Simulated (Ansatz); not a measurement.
Steps of a relaxation of CCl3F3Sn, SMILES `F[C](F)(F)[Sn]([Cl])([Cl])[Cl]` with RKS PBE-D4/def2-SVP.

```sh
$ ansatz run in.yaml --threads 2 --pin off --events-out ev --progress --plain --max-ram 31744MiB --backend cpu
```

```yaml
crystal:
  periodic: [false, false, false]
  atoms:
    - {symbol: F, position_ang: [-1.213400, -1.704200, 0.354100]}
    - {symbol: C, position_ang: [-0.689900, -0.509000, 0.838600]}
    - {symbol: F, position_ang: [-1.710500, 0.380200, 1.202600]}
    - {symbol: F, position_ang: [0.169900, -0.805800, 1.931500]}
    - {symbol: Sn, position_ang: [0.535700, 0.385500, -0.693500]}
    - {symbol: Cl, position_ang: [-0.801600, 0.936600, -2.543600]}
    - {symbol: Cl, position_ang: [1.540500, 2.360100, 0.177800]}
    - {symbol: Cl, position_ang: [2.261400, -1.100400, -1.323400]}
basis:
  gaussian: {orbitals: def2-SVP}
hamiltonian: {xc: pbe, dispersion: d4}
relax: {f_tol: 0.03, max_steps: 200}
```

Positions (Å) and forces (eV/Å) along the path, 5 of 5 steps:

```xyz
8
step=1 energy=-52547.3713 eV
F    -1.213   -1.704    0.354    0.367    1.713    1.057
C    -0.690   -0.509    0.839   -0.415   -0.829    1.267
F    -1.710    0.380    1.203    1.568   -1.847   -0.173
F     0.170   -0.806    1.931   -1.967    0.552   -1.556
Sn    0.536    0.386   -0.694    0.809    0.648   -0.457
Cl   -0.802    0.937   -2.544    0.045   -0.019    0.006
Cl    1.540    2.360    0.178   -0.200   -0.360   -0.181
Cl    2.261   -1.100   -1.323   -0.207    0.143    0.037
8
step=2 energy=-52547.6028 eV
F    -1.252   -1.702    0.440    0.533    0.951   -0.054
C    -0.680   -0.528    0.847   -0.867   -0.933    1.786
F    -1.694    0.301    1.252    0.861   -0.439   -0.501
F     0.070   -0.832    1.975   -0.494    0.494   -1.284
Sn    0.577    0.427   -0.725   -0.135   -0.134    0.022
Cl   -0.739    0.965   -2.591   -0.017    0.000    0.000
Cl    1.550    2.374    0.119    0.051    0.120    0.060
Cl    2.261   -1.063   -1.372    0.067   -0.060   -0.027
8
step=3 energy=-52547.4388 eV rejected
F    -1.249   -1.702    0.402   -0.236    0.207    0.935
C    -0.755   -0.584    0.954    1.777    1.334   -2.190
F    -1.702    0.320    1.249    0.018   -0.874    0.494
F     0.085   -0.824    1.974   -1.001   -0.245    0.063
Sn    0.606    0.442   -0.758   -0.810   -0.607    1.011
Cl   -0.743    0.963   -2.601   -0.079    0.080   -0.221
Cl    1.566    2.393    0.114    0.131    0.212    0.024
Cl    2.284   -1.065   -1.390    0.200   -0.107   -0.115
8
step=4 energy=-52547.6902 eV
F    -1.234   -1.672    0.419   -0.057   -0.149   -0.119
C    -0.691   -0.534    0.872    0.037   -0.008    0.034
F    -1.675    0.296    1.242   -0.125    0.155    0.009
F     0.062   -0.814    1.945    0.129   -0.018    0.110
Sn    0.572    0.414   -0.712   -0.039   -0.022   -0.030
Cl   -0.751    0.952   -2.578    0.005    0.002   -0.005
Cl    1.545    2.375    0.131    0.031    0.044    0.009
Cl    2.264   -1.074   -1.374    0.019   -0.004   -0.008
8
step=5 energy=-52547.6919 eV
F    -1.236   -1.676    0.416   -0.002    0.001   -0.008
C    -0.693   -0.538    0.877    0.017   -0.005    0.015
F    -1.678    0.299    1.242   -0.004    0.003    0.001
F     0.061   -0.819    1.953   -0.009    0.009   -0.019
Sn    0.569    0.414   -0.712    0.001   -0.002    0.012
Cl   -0.749    0.954   -2.581    0.002   -0.003    0.006
Cl    1.551    2.379    0.125   -0.003   -0.007   -0.006
Cl    2.268   -1.069   -1.377   -0.003    0.004    0.000
```

Hardware: 2 threads of an AMD EPYC 7R13 on a shared host. Wall time 14 s, peak host memory 0.24 GiB.
